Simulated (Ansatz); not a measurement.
Gas-phase electronic energies from Ansatz, PBE0-D4/def2-TZVP geometries. CCSD(T)/CBS adds triple-zeta CCSD(T) − MP2 to the extrapolated MP2 energy (def2 sets, frozen cores). DFT in def2-TZVPP. B3LYP here is the variant with VWN-RPA as its local correlation; programs differ in this. One conformer a species, not always the lowest.

`N[SiH2][SiH2]N` + `CB(C)BN` → `CB(C)[SiH2]N` + `NB[SiH2]N`  (redistribution)

`N[SiH2][SiH2]N`:

Cartesian coordinates in Å:
```
N 0.036 -1.147 1.460
Si -0.669 -1.213 -0.118
Si 0.011 0.790 -1.144
N 0.788 1.677 0.120
H 0.992 -0.833 1.533
H -0.153 -1.875 2.131
H -0.286 -2.393 -0.955
H -2.147 -1.295 0.048
H -1.152 1.470 -1.799
H 1.011 0.566 -2.225
H 0.343 1.690 1.025
H 1.225 2.564 -0.077
```

`CB(C)BN`:

```xyz
14

C     1.734   -0.274    0.082
B     0.256    0.260    0.102
C     0.004    1.759   -0.293
B    -1.011   -0.734    0.600
N    -1.739   -1.597   -0.218
H     2.497    0.503    0.187
H     1.947   -1.092    0.775
H     1.866   -0.696   -0.928
H     0.034    2.313    0.659
H    -0.975    1.971   -0.729
H     0.788    2.195   -0.921
H    -1.338   -0.726    1.764
H    -2.487   -2.177    0.124
H    -1.576   -1.707   -1.204
```

`CB(C)[SiH2]N`:

Cartesian coordinates in Å:
```
C -0.441 -1.342 -1.001
B -0.556 0.019 -0.241
C -1.843 0.894 -0.393
Si 0.928 0.678 0.975
N 2.443 -0.165 1.006
H -1.089 -1.432 -1.877
H -0.797 -2.096 -0.279
H 0.577 -1.642 -1.258
H -2.051 1.583 0.429
H -1.649 1.525 -1.276
H -2.745 0.321 -0.629
H 1.255 2.093 0.621
H 0.385 0.685 2.371
H 2.468 -1.136 1.274
H 3.115 0.015 0.278
```

`NB[SiH2]N`:

```xyz
11

N     2.027   -0.639   -0.226
B     0.863   -0.083   -0.737
Si   -0.896   -0.331    0.230
N    -1.786    1.111    0.610
H     2.928   -0.552   -0.669
H     2.052   -1.181    0.623
H     0.960    0.547   -1.756
H    -1.821   -1.165   -0.593
H    -0.646   -1.064    1.512
H    -1.324    1.845    1.124
H    -2.358    1.512   -0.117
```

| level | ΔE (kJ/mol) | difference from CCSD(T)/CBS |
| --- | --- | --- |
| B3LYP-D4 | 19.3 | 2.5 |
| ωB97X-V | 18.8 | 2.0 |
| ωB97M-V | 17.3 | 0.5 |
| B2PLYP | 17.5 | 0.7 |
| PBE | 17.0 | 0.2 |
| HF/def2-TZVPP | 18.9 | 2.1 |
| SCS-MP2/def2-TZVPP | 16.3 | -0.5 |
| CCSD(T)/def2-TZVPP | 15.8 | -1.0 |
| SCS-MP2/def2-QZVPP | 16.9 | 0.1 |
| HF/CBS(def2) | 18.6 | 1.8 |
| CCSD(T)/CBS | 16.8 | 0 |

Largest T1 diagnostic among the species: 0.013.
